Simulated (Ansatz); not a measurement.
`C[Si]N(C)C` + H₂S → `C[Si]S` + `CNC` at 500 K and 1 bar (ligand exchange at the Si–N bond).

Calculated with Ansatz (gas phase, PBE0-D4/def2-TZVP geometries, no zero-point term in ΔE). CCSD(T)/CBS adds triple-zeta CCSD(T) − MP2 to the extrapolated MP2 energy (def2 sets, frozen cores). This one scheme is used for every species. Each species was taken in one conformer, which may not be the lowest.

| species | CCSD(T)/CBS energy (Eh) | H − E (kJ/mol) | S (J/(mol·K)) |
| --- | --- | --- | --- |
| `C[Si]N(C)C` | -463.33839 | 363.3 | 417.2 |
| H₂S | -398.97279 | 57.0 | 224.0 |
| `C[Si]S` | -727.30578 | 153.9 | 348.7 |
| `CNC` | -135.00321 | 273.8 | 313.8 |

H − E and S are ideal-gas, rigid-rotor, harmonic terms from PBE0-D4/def2-TZVP, for one conformer and one mirror image of each species. 1 Eh = 2625.50 kJ/mol, R = 8.31446 J/(mol·K).

Task: By hand: ΔE, ΔH, ΔS and ΔG.

Result: ΔE = (-727.30578) + (-135.00321) − (-463.33839) − (-398.97279) = 0.00219 Eh = 5.7 kJ/mol. Δ(H − E) = 153.9 + 273.8 − 363.3 − 57.0 = 7.4, so ΔH = 13.1 kJ/mol. ΔS = 348.7 + 313.8 − 417.2 − 224.0 = 21.3 J/(mol·K). ΔG = 13.1 − 500 × (21.3)/1000 = 2.4 kJ/mol.

Task: By hand: the equilibrium constant, and the temperature at which ΔG would vanish if ΔH and ΔS stayed fixed.

Result: log₁₀ K = −ΔG/(RT ln 10) = -0.3. ΔG = 0 at ΔH/ΔS = 615 K.

TΔS isn't small against ΔH here. The sign of ΔG lies within the doubt. A doubt of 5 kJ/mol in ΔE shifts log₁₀ K by 0.5 here. Other conformers and mirror images would add mixing entropy, several J/(mol·K) or more a flexible species. These are equilibria of isolated gas molecules and say nothing of rates. Largest T1 diagnostic: 0.014 (customary marks: 0.02 for closed shells, 0.045 for open ones).
